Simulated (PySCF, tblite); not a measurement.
Calculations on `C=C1C=C(C=O)C1=C`, in the order of a workflow; each names the level of the geometry that it ran on. Settings lines and outputs come from a driver script.

Species: C₇H₆O.
Atom-mapped SMILES: `[CH2:1]=[C:2]1[CH:3]=[C:4]([CH:5]=[O:6])[C:7]1=[CH2:8]` (hydrogens: H9, H10 on C1; H11 on C3; H12 on C5; H13, H14 on C8)

Step 1: GFN2-xTB geometry optimisation, gas phase (tblite 0.8.0) (from a force-field or distance-geometry start)
```json
{"job": {"kind": "relax", "xc": "GFN2-xTB", "basis": "xTB"}, "charge": 0, "multiplicity": 1}
```
```
step      E/eV     max force
  0    -597.79335    3.856
  1    -597.86535    3.320
  2    -597.97941    0.505
...
 27    -598.00634    0.013
 28    -598.00636    0.012
 29    -598.00637    0.011
 30    -598.00639    0.011
 31    -598.00640    0.008
```

Energy lowered by 4.9 kcal/mol over 31 steps; largest atomic force 0.008 eV/Å at the end. «max force» is the largest atomic force in eV/Å.

The run took 0.26 s on one thread of an Arm Neoverse N1, no GPU, on a shared host.

Step 2: GFN2-xTB harmonic vibrations, gas phase (tblite 0.8.0) (on the GFN2-xTB geometry)
```json
{"job": {"kind": "ir", "xc": "GFN2-xTB", "basis": "xTB"}, "charge": 0, "multiplicity": 1}
```
```
(table of modes left out)
```

36 modes from 87 to 3146 cm⁻¹ (unscaled, harmonic); zero-point energy 64.1 kcal/mol; all wavenumbers are real at this level.

On an Arm Neoverse N1 with one thread, shared host with 64 logical CPUs at a one-minute load of 59, this took 0.61 s wall.

Step 3: TDDFT CAM-B3LYP/def2-SVPD, vertical, gas phase, core orbitals frozen in the response (PySCF 2.14.0, density-fitted response routines) (on the GFN2-xTB geometry)
```json
{"job": {"kind": "uv", "xc": "CAM-B3LYP", "basis": "def2-SVPD", "nstates": 8, "ntriplets": 3}, "charge": 0, "multiplicity": 1}
```
```
...
Static polarisability (au): isotropic 93.091, principal 49.569 99.242 130.462
Singlet excitations
state   eV       nm        f      main configurations
  1   3.4028    364.4   0.00016   H-2->L 0.92
  2   4.1522    298.6   0.12484   H->L 0.85, H-1->L 0.13
  3   4.7163    262.9   0.21809   H-1->L 0.76, H->L 0.12, H->L+1 0.10
  4   5.8974    210.2   0.35689   H->L+1 0.73, H-1->L+1 0.12, H-1->L 0.10
  5   6.2101    199.6   0.00000   H-3->L 0.91
  6   6.4868    191.1   0.46600   H-1->L+1 0.83, H->L+1 0.13
  7   6.5429    189.5   0.00047   H-2->L+1 0.48, H-4->L 0.27, H-2->L+4 0.12
  8   6.7178    184.6   0.00001   H-4->L 0.64, H-2->L+1 0.24
Triplet excitations (Tamm-Dancoff, eV): 2.3920 2.8913 3.5528
```

HOMO -8.43 eV, LUMO -1.60 eV; lowest singlet 3.40 eV; lowest triplet 2.39 eV (Tamm–Dancoff); mean polarisability 93.1 au.

Time: 89 s wall (grids of density and orbitals included); peak memory 0.95 GiB. Hardware: one thread, Arm Neoverse N1 (aarch64), shared host with 64 logical CPUs at a one-minute load of 59.

Geometry of the electronic-property runs (GFN2-xTB):
```
atom  x, y, z in Å
C1    -1.635   -0.610   -1.709
C2    -0.600   -0.363   -0.918
C3     0.847   -0.577   -0.982
C4     1.051   -0.015    0.248
C5     2.217    0.230    1.070
O6     3.352   -0.057    0.771
C7    -0.396    0.256    0.428
C8    -1.168    0.798    1.351
H9    -2.637   -0.345   -1.420
H10   -1.510   -1.084   -2.668
H11    1.493   -1.012   -1.720
H12    1.986    0.720    2.037
H13   -0.765    1.188    2.271
H14   -2.234    0.871    1.219
```

 (This holds for the electronic-property runs.)

One conformer stands for the species.
